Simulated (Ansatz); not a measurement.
`[SiH3]N1BC1`, charge 0, multiplicity 1.

Give a relaxed structure at PBE0-D4/def2-TZVP (the Gaussian-basis code of Ansatz). (An estimate is asked.)

The calculation gave: 
Z-matrix (Å, degrees):
```
Si
N 1 1.718
H 1 1.486 2 109.8
H 1 1.484 2 108.6 3 120.4
H 1 1.486 2 109.8 3 -119.1
B 2 1.359 1 160.1 3 -121.0
C 2 1.499 1 135.0 3 59.5
H 6 1.183 2 142.6 1 0.4
H 7 1.089 2 115.5 1 67.9
H 7 1.089 2 115.5 1 -68.3
```
Point group Cs.
This is one stationary point; other conformers may exist.
